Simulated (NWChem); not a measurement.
Species: SiH2O2Cl2; SMILES O[Si](O)(Cl)Cl

```xyz
7

O     -0.1008     1.3737    -1.2301
Si     0.0000     0.0000    -0.3394
O      0.1008    -1.3737    -1.2301
Cl    -1.6837    -0.0177     0.8174
Cl     1.6837     0.0177     0.8174
H      0.7013     1.6608    -1.6787
H     -0.7013    -1.6608    -1.6787
```
Atoms are numbered in this order, from 1.

All runs: NWChem. Geometry: optimised at PBE0/def2-SVP.

Q: What does the run give for TPSS/aug-pcseg-1? Quantities: highest occupied level (eV); orbital gap (eV); dipole (D).

A: 
```yaml
highest occupied level (eV): -7.93
orbital gap (eV): 6.72
dipole (D): 1.92
```
